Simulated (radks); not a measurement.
Task: The table gives one normalised radial function P(r) = r R(r) (large component) of Re3+ in [Xe] 4f12 5d4 6p2 (r in bohr). All-electron calculation, Dirac Kohn-Sham, PBE, spin-unpolarised, spherical densities, finite nucleus; open shells fill j = l - 1/2 first; Fermi nuclear charge, rms radius 5.3698 fm. Program: a radial shooting solver on a logarithmic mesh with Libxc functionals.

r,P
0.001217,0.0824
0.001417,0.0920
0.001649,0.1024
0.00192,0.1135
0.002235,0.1253
0.002602,0.1376
0.003029,0.1503
0.003498,0.1623
0.004072,0.1745
0.004741,0.1857
0.005519,0.1951
0.006425,0.2017
0.00748,0.2045
0.008708,0.2019
0.01006,0.1931
0.01171,0.1756
0.01363,0.1483
0.01587,0.1097
0.01847,0.0595
0.0215,-0.0019
0.02503,-0.0722
0.02891,-0.1430
0.03366,-0.2156
0.03918,-0.2763
0.04562,-0.3133
0.0531,-0.3139
0.06182,-0.2674
0.07197,-0.1690
0.08312,-0.0323
0.09676,0.1398
0.1126,0.3078
0.1311,0.4274
0.1527,0.4533
0.1777,0.3550
0.2069,0.1341
0.2389,-0.1484
0.2782,-0.4438
0.3238,-0.6366
0.377,-0.6420
0.4389,-0.4285
0.5109,-0.0367
0.5948,0.4325
0.6869,0.8355
0.7997,1.1172
0.931,1.2010
1.084,1.0981
1.262,0.8709
1.469,0.6023
1.71,0.3623
1.975,0.1955
2.299,0.0873
2.676,0.0326
3.116,0.0099
3.627,0.0024
4.223,0.0004
4.916,0.0001
5.677,0.0000
6.609,0.0000
7.694,0.0000
8.958,0.0000

Which n and l does it have? It may be an empty orbital.

Result: n = 5, l = 0: the number of nodes gives n - l - 1 = 4, the rise at small r points to l (this Dirac orbital starts outside the nucleus as r^gamma with gamma = sqrt((l + 1)^2 - (Z/c)^2) = 0.84; the j = 1/2 orbital of l + 1 starts with the same power, but with a smaller coefficient, and then steepens), and the extent must fit the shell. The curve is that of 5s1/2. 5s1/2: eigenvalue -133.12 eV, 4 radial nodes at r = 0.0214, 0.0856, 0.222, 0.517 bohr, <r> = 1.00 bohr, 90 % of the charge inside 1.43 bohr.
